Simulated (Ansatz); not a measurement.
A trace of molecular dynamics of CH$_{8}$O$_{2}$Si (12 atoms, charge 0, multiplicity 1).

These are results of UKS PBE0/STO-3G in Ansatz 0.2.0, not measurements.

```json
{
  "ensemble": "NVE (velocity Verlet)",
  "starting velocities drawn for": "100 K",
  "seed": "739560"
}
```

| time (fs) | T (K) | potential energy less start (eV) | conserved less start (meV/atom) |
| --- | --- | --- | --- |
| 0.0 | 100 | 0.000 | 0.00 |
| 3.0 | 714 | -0.803 | -0.84 |
| 6.0 | 916 | -1.066 | -0.93 |
| 9.0 | 875 | -1.004 | -0.23 |
| 12.0 | 1396 | -1.686 | -0.91 |
| 15.0 | 1532 | -1.865 | -1.16 |
| 18.0 | 1236 | -1.475 | -0.55 |
| 21.0 | 1272 | -1.523 | -0.69 |
| 24.0 | 1231 | -1.477 | -1.27 |
| 27.0 | 1233 | -1.476 | -1.02 |
| 30.0 | 1520 | -1.841 | -0.53 |
| 33.0 | 1976 | -2.443 | -1.57 |
| 36.0 | 1933 | -2.386 | -1.39 |
| 39.0 | 1537 | -1.861 | -0.30 |
| 42.0 | 1705 | -2.092 | -1.46 |
| 45.0 | 1861 | -2.295 | -1.55 |
| 48.0 | 1543 | -1.868 | -0.21 |
| 51.0 | 1975 | -2.446 | -1.92 |
| 54.0 | 2017 | -2.500 | -1.82 |
| 57.0 | 1484 | -1.791 | -0.13 |
| 60.0 | 1815 | -2.237 | -1.67 |
| 63.0 | 1912 | -2.365 | -1.85 |
| 66.0 | 1442 | -1.735 | -0.05 |
| 69.0 | 2120 | -2.633 | -1.86 |
| 72.0 | 2125 | -2.639 | -1.84 |
| 75.0 | 1480 | -1.786 | -0.19 |

Question: Can this run be trusted? Judge the integration.

Answer: The conserved energy stayed within 1.9 meV per atom of its start (net change -0.19 meV per atom), so the integration is sound. The system heated up, since it started high on the potential surface and ran downhill. A run of 0.075 ps of so small a system gives no equilibrium averages. The orbitals stay closed-shell, which can raise the energy where a bond breaks towards radicals; this wasn't checked here. Limits of this set-up: minimal basis. The time step was 0.5 fs.

Run time: 7.3 min on 1 thread of Arm Neoverse V1, on a shared host, peak memory 0.12 GiB.
